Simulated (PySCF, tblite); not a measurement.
Species: 2-ethoxytetrahydrofuran, C6H12O2.
Atom-mapped SMILES: `[CH3:1][CH2:2][O:3][C@H:4]1[CH2:5][CH2:6][CH2:7][O:8]1` (hydrogens: H9, H10, H11 on C1; H12, H13 on C2; H14 on C4; H15, H16 on C5; H17, H18 on C6; H19, H20 on C7)

Computed with GFN2-xTB (tblite), gas phase: nudged elastic band of 9 images (0 to 8), spring 0.2 eV/Å², climbing image at the end, force threshold 0.05 eV/Å. No saddle search or frequency run followed, so the top image need not be a first-order saddle, and its height can exceed the method's true barrier by a kcal/mol or more.

Path: rotation about C4–O3 (sp3 carbon bearing two oxygens, ether oxygen), followed by the dihedral C5–C4–O3–C2.

Image 0 (start, dihedral 180°):
```
atom  x, y, z in Å
C1      2.886   -0.787   -0.075
C2      1.882   -0.006    0.768
O3      0.566   -0.532    0.706
C4     -0.167   -0.183   -0.438
C5     -1.552   -0.847   -0.309
C6     -2.522    0.336   -0.213
C7     -1.587    1.492    0.148
O8     -0.380    1.202   -0.533
H9      2.684   -0.668   -1.137
H10     3.889   -0.421    0.128
H11     2.836   -1.845    0.174
H12     1.869    1.048    0.465
H13     2.154   -0.070    1.825
H14     0.378   -0.476   -1.348
H15    -1.765   -1.494   -1.157
H16    -1.549   -1.442    0.603
H17    -3.298    0.186    0.534
H18    -2.990    0.526   -1.179
H19    -1.932    2.467   -0.197
H20    -1.409    1.525    1.231
```

Image 8 (end, +0.113 eV, dihedral -76°):
```
atom  x, y, z in Å
C1      2.624    0.122    0.222
C2      1.487   -0.707    0.813
O3      0.777   -1.434   -0.180
C4     -0.330   -0.814   -0.769
C5     -1.582   -0.784    0.140
C6     -2.180    0.594   -0.124
C7     -0.936    1.407   -0.480
O8     -0.087    0.514   -1.178
H9      2.231    0.854   -0.478
H10     3.159    0.633    1.020
H11     3.312   -0.530   -0.309
H12     0.809   -0.063    1.386
H13     1.891   -1.468    1.487
H14    -0.505   -1.417   -1.671
H15    -2.260   -1.599   -0.098
H16    -1.269   -0.886    1.180
H17    -2.712    1.002    0.732
H18    -2.856    0.556   -0.979
H19    -1.138    2.250   -1.143
H20    -0.439    1.781    0.427
```

Task: What do the inner images look like?

Result: 
Image 1: +0.013 eV, dihedral -170°
```
atom  x, y, z in Å
C1      2.885   -0.649   -0.084
C2      1.806   -0.052    0.815
O3      0.535   -0.665    0.679
C4     -0.190   -0.317   -0.474
C5     -1.616   -0.876   -0.289
C6     -2.491    0.380   -0.192
C7     -1.458    1.472    0.093
O8     -0.311    1.071   -0.633
H9      2.674   -0.447   -1.131
H10     3.844   -0.204    0.169
H11     2.944   -1.725    0.062
H12     1.714    1.024    0.621
H13     2.067   -0.205    1.865
H14     0.316   -0.692   -1.377
H15    -1.904   -1.521   -1.115
H16    -1.628   -1.450    0.636
H17    -3.243    0.312    0.590
H18    -2.983    0.578   -1.145
H19    -1.741    2.462   -0.261
H20    -1.226    1.515    1.166
```

Image 2: +0.041 eV, dihedral -160°
```
atom  x, y, z in Å
C1      2.858   -0.503   -0.090
C2      1.736   -0.111    0.866
O3      0.513   -0.796    0.657
C4     -0.209   -0.445   -0.502
C5     -1.667   -0.897   -0.268
C6     -2.446    0.421   -0.170
C7     -1.328    1.448    0.024
O8     -0.242    0.935   -0.726
H9      2.615   -0.208   -1.108
H10     3.770    0.006    0.212
H11     3.025   -1.576   -0.062
H12     1.565    0.971    0.800
H13     2.007   -0.368    1.893
H14     0.254   -0.898   -1.393
H15    -2.026   -1.532   -1.074
H16    -1.694   -1.455    0.667
H17    -3.156    0.432    0.653
H18    -2.975    0.623   -1.101
H19    -1.556    2.440   -0.365
H20    -1.050    1.522    1.084
```

Image 3: +0.082 eV, dihedral -149°
```
atom  x, y, z in Å
C1      2.819   -0.352   -0.089
C2      1.676   -0.192    0.907
O3      0.512   -0.944    0.616
C4     -0.228   -0.564   -0.527
C5     -1.707   -0.908   -0.235
C6     -2.393    0.463   -0.154
C7     -1.208    1.424   -0.051
O8     -0.174    0.805   -0.795
H9      2.528    0.025   -1.065
H10     3.673    0.220    0.267
H11     3.106   -1.397   -0.180
H12     1.419    0.872    0.986
H13     1.976   -0.557    1.893
H14     0.171   -1.077   -1.416
H15    -2.135   -1.537   -1.011
H16    -1.742   -1.438    0.715
H17    -3.060    0.550    0.701
H18    -2.955    0.665   -1.065
H19    -1.385    2.404   -0.494
H20    -0.899    1.548    0.996
```

Image 4: +0.133 eV, dihedral -137°
```
atom  x, y, z in Å
C1      2.777   -0.206   -0.068
C2      1.630   -0.301    0.932
O3      0.544   -1.112    0.527
C4     -0.249   -0.662   -0.559
C5     -1.730   -0.903   -0.183
C6     -2.340    0.503   -0.142
C7     -1.107    1.410   -0.135
O8     -0.112    0.695   -0.847
H9      2.432    0.243   -0.996
H10     3.559    0.419    0.357
H11     3.184   -1.191   -0.278
H12     1.277    0.710    1.170
H13     1.970   -0.777    1.856
H14     0.057   -1.212   -1.464
H15    -2.229   -1.546   -0.904
H16    -1.749   -1.385    0.793
H17    -2.962    0.665    0.735
H18    -2.933    0.690   -1.037
H19    -1.252    2.359   -0.653
H20    -0.774    1.608    0.893
```

Image 5: +0.181 eV, dihedral -120°
```
atom  x, y, z in Å
C1      2.727   -0.065   -0.011
C2      1.581   -0.421    0.930
O3      0.610   -1.278    0.361
C4     -0.272   -0.744   -0.615
C5     -1.729   -0.887   -0.112
C6     -2.280    0.543   -0.121
C7     -1.016    1.398   -0.232
O8     -0.069    0.601   -0.921
H9      2.345    0.450   -0.889
H10     3.426    0.587    0.506
H11     3.246   -0.966   -0.327
H12     1.113    0.497    1.308
H13     1.958   -0.991    1.784
H14    -0.093   -1.317   -1.539
H15    -2.305   -1.552   -0.749
H16    -1.696   -1.306    0.893
H17    -2.846    0.777    0.778
H18    -2.916    0.703   -0.991
H19    -1.153    2.307   -0.819
H20    -0.636    1.673    0.762
```

Image 6 (top): +0.185 eV, dihedral -102°
```
atom  x, y, z in Å
C1      2.663    0.059    0.074
C2      1.521   -0.524    0.903
O3      0.682   -1.387    0.158
C4     -0.297   -0.814   -0.687
C5     -1.703   -0.868   -0.038
C6     -2.208    0.577   -0.084
C7     -0.931    1.380   -0.338
O8     -0.061    0.516   -1.048
H9      2.267    0.637   -0.756
H10     3.278    0.704    0.698
H11     3.277   -0.745   -0.321
H12     0.943    0.280    1.373
H13     1.925   -1.162    1.696
H14    -0.249   -1.417   -1.606
H15    -2.356   -1.545   -0.583
H16    -1.597   -1.232    0.983
H17    -2.696    0.878    0.841
H18    -2.906    0.714   -0.909
H19    -1.087    2.259   -0.966
H20    -0.469    1.701    0.606
```

Image 7: +0.149 eV, dihedral -81°
```
atom  x, y, z in Å
C1      2.531    0.205    0.195
C2      1.443   -0.634    0.864
O3      0.742   -1.459   -0.053
C4     -0.326   -0.897   -0.774
C5     -1.649   -0.845    0.032
C6     -2.086    0.622   -0.024
C7     -0.816    1.342   -0.486
O8     -0.090    0.399   -1.253
H9      2.103    0.854   -0.564
H10     3.041    0.810    0.941
H11     3.252   -0.451   -0.285
H12     0.751    0.007    1.423
H13     1.903   -1.334    1.569
H14    -0.408   -1.559   -1.647
H15    -2.392   -1.504   -0.412
H16    -1.458   -1.178    1.052
H17    -2.432    0.992    0.939
H18    -2.880    0.760   -0.757
H19    -1.013    2.195   -1.137
H20    -0.221    1.686    0.372
```

The largest changes of bonds and angles from start to top: O3–C4 1.403 → 1.414 Å, C4–C5 1.542 → 1.550 Å, C4–O8 1.404 → 1.397 Å, C2–O3 1.419 → 1.416 Å, O3–C4–H14 110.5 → 104.2°, O3–C4–C5 107.1 → 111.3°, C2–O3–C4 115.3 → 118.5°. GFN2-xTB torsional profiles can miss by a kcal/mol or more and can put conformers in the wrong order.

Task: What do single points at PBE0/pcSseg-1 (PySCF, no dispersion term) give on some images?

Result: 
```
image  GFN2-xTB E (eV)  DFT E (eV)  HOMO (eV)  LUMO (eV)  dipole (D)
    0            0.000       0.000      -7.59       1.44        0.56
    3            0.082       0.102      -7.29       1.39        1.05
    6            0.185       0.276      -7.02       1.20        2.06
    7            0.149       0.232      -7.17       1.19        2.26
    8            0.113       0.167      -7.12       1.24        2.37
```

Energies count from image 0 at each level. At the GFN2-xTB top the DFT energy is 6.4 kcal/mol against 4.3; the geometries weren't optimised at the DFT level.

The cost below is that of the whole band run. The run took about 12 s of CPU time (one thread, shared machine).
